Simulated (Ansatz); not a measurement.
Ansatz (a first-principles code) job for H₅NOSiTe, SMILES O([SiH3])[Te]N, PBE0/def2-SVPD. Geometry: B3LYP-D3(BJ)/def2-SVP. The def2 effective core potentials stand for the cores of Te; spin–orbit coupling is left out. The values are those of a single conformer.

Ansatz 0.2 input:
```yaml
crystal:
  periodic: [false, false, false]
  atoms:
    - {symbol: Te, position_ang: [-0.60120044, 0.04672826, 0.58691800]}
    - {symbol: N, position_ang: [-0.65959097, 1.97293483, 0.00107330]}
    - {symbol: H, position_ang: [0.02584194, 2.58043347, 0.44666729]}
    - {symbol: H, position_ang: [-0.68090800, 2.12155840, -1.00610989]}
    - {symbol: O, position_ang: [1.22888468, -0.55567178, -0.05859862]}
    - {symbol: Si, position_ang: [1.55052026, -0.94997456, -1.64886206]}
    - {symbol: H, position_ang: [0.76735360, -2.13999257, -2.10000811]}
    - {symbol: H, position_ang: [3.00649748, -1.24625649, -1.75067578]}
    - {symbol: H, position_ang: [1.22241355, 0.18886207, -2.56426487]}
basis:
  gaussian:
    orbitals: def2-SVPD
hamiltonian:
  xc: {name: PBE0}
```

Log of the run:

```
WARN ansatz: RAYON_NUM_THREADS=1 ignored (pool sized by the plan → 1); use --threads N
Functional definition: PBE0
integrals: 0.08 GiB planned
1350 factors; their error is unknown
mean field: 0.67 GiB planned
mean field evaluation 1: about -18768.4564 eV, gradient 6.8e1 eV
mean field evaluation 2: about -18738.3860 eV, gradient 1.3e2 eV
mean field evaluation 4: about -18776.9150 eV, gradient 1.4e1 eV
mean field evaluation 8: about -18777.3546 eV, gradient 4.2e-2 eV
mean field evaluation 16: about -18777.5353 eV, gradient 1.7e-5 eV
mean field -18777.53526714 eV, -690.0616931969 hartree, gradient 1.7e-5 eV, S^2 0.000000; 0 other end points of the search recorded, 0 dependent functions left out
reference -18777.53531873 eV, -690.0616950928 hartree; 29, 29 occupied and 113, 113 virtual orbitals, 1350 factors
Total energy: -18777.53531873 eV, -690.0616950928 hartree
```

The run converged.
